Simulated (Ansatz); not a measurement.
`F[CH2][AlH][I]` + H₂ → `[AlH2][I]` + `CF` at 400 K and 1 bar (hydrogenolysis of the Al–C bond).

Program: Ansatz. Geometries: PBE0-D4/def2-TZVP. ΔE: electronic, gas phase. CCSD(T)/CBS adds triple-zeta CCSD(T) − MP2 to the extrapolated MP2 energy (def2 sets, frozen cores). This one scheme is used for every species. Elements past krypton have def2 core potentials. For I outer-core shells are correlated without core-valence functions, which leaves a few kJ/mol of doubt a bond. One conformer a species, not always the lowest.

```
         species  CCSD(T)/CBS energy (Eh)  H − E (kJ/mol)  S (J/(mol·K))
`F[CH2][AlH][I]`               -679.13942           123.7          375.0
              H₂                 -1.17544            38.0          139.0
     `[AlH2][I]`               -540.69638            54.3          289.6
            `CF`               -139.63461           117.5          234.3
```

H − E and S are ideal-gas, rigid-rotor, harmonic terms from PBE0-D4/def2-TZVP, for one conformer and one mirror image of each species. For small species the MP2-based limit differs from directly extrapolated CCSD(T) by up to some mEh (0.8 for H₂); such offsets cancel only in part. 1 Eh = 2625.50 kJ/mol, R = 8.31446 J/(mol·K).

Task: By hand: ΔE, ΔH, ΔS and ΔG.

Result: ΔE = (-540.69638) + (-139.63461) − (-679.13942) − (-1.17544) = -0.01613 Eh = -42.3 kJ/mol. Δ(H − E) = 54.3 + 117.5 − 123.7 − 38.0 = 10.1, so ΔH = -32.2 kJ/mol. ΔS = 289.6 + 234.3 − 375.0 − 139.0 = 9.9 J/(mol·K). ΔG = -32.2 − 400 × (9.9)/1000 = -36.2 kJ/mol.

Task: By hand: the equilibrium constant, and the temperature at which ΔG would vanish if ΔH and ΔS stayed fixed.

Result: log₁₀ K = −ΔG/(RT ln 10) = 4.7. ΔH and −TΔS have one sign here, so there is no such temperature.

The number of gas molecules stays the same, so ΔS is small and ΔH decides. A doubt of 5 kJ/mol in ΔE shifts log₁₀ K by 0.7 here. Other conformers and mirror images would add mixing entropy, several J/(mol·K) or more a flexible species. These are equilibria of isolated gas molecules and say nothing of rates. Largest T1 diagnostic: 0.010 (customary marks: 0.02 for closed shells, 0.045 for open ones).

ΔS is within the doubt of such terms, so its sign, and with it that verdict, could turn.
